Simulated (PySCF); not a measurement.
**Assigning NMR signals**

Atom-mapped SMILES (the numbers label the heavy atoms): `[CH3:1][O:2][C:3](=[O:4])[c:5]1[cH:6][cH:7][c:8]([SiH3:9])[n:10][n:11]1`. Each H is labelled by its parent atom.

[PySCF: geometry from GFN2-xTB; NMR shieldings at PBE0/pcSseg-1/GIAO; a single conformation; gas phase; one averaged value for each set of equivalent atoms; non-relativistic Hamiltonian]

Chemical shifts δ = σref − σ; 13C, 1H vs TMS, all at this level.

Q: Assign these signals to the numbered atoms. 13C{1H} NMR (computed): δ 172.4 (C), 169.5 (C), 154.2 (C), 136.6 (CH), 130.7 (CH), 53.0 (CH3).

A: 
172.4 → C3, ester carbonyl carbon: lone-pair donation from the attached heteroatom keeps it upfield of a ketone carbonyl
169.5 → C8, substituted aromatic carbon next to a ring nitrogen
154.2 → C5, substituted aromatic carbon next to a ring nitrogen
136.6 → C7, aromatic CH: the aromatic region
130.7 → C6, aromatic CH
53.0 → C1, methyl carbon bonded to O: the inductive effect lowers its shielding

Q: Assign these signals to the numbered atoms. 1H NMR (400 MHz, computed): δ 8.38 (d, 1H), 7.89 (d, 1H), 4.82 (s, 3H), 4.44 (s, 3H).

A: 
| δ (ppm) | atoms | environment | reason |
| --- | --- | --- | --- |
| 8.38 | H(C6) | hydrogen on an aromatic CH | ring current plus the deshielding of an ortho carbonyl group |
| 7.89 | H(C7) | hydrogen on an aromatic CH | – |
| 4.82 | H(Si9) | hydrogen on a silicon bonded to C | – |
| 4.44 | H(C1) | hydrogen on a methyl carbon bonded to O | its carbon carries O, which withdraws density |

Shifts are as computed. Against solution values, carbons near 30 ppm lie about +3 ppm off and those near 130 ppm about +5 ppm. Of 1211 compounds with measured shifts, 218 miss one by over three times the rms of a fit or turn the order of signals round; such compounds aren't used in these exercises. Multiplicities follow the n + 1 count of equivalent neighbours, as no J values were calculated; m marks all less simple cases, F and P coupling included.
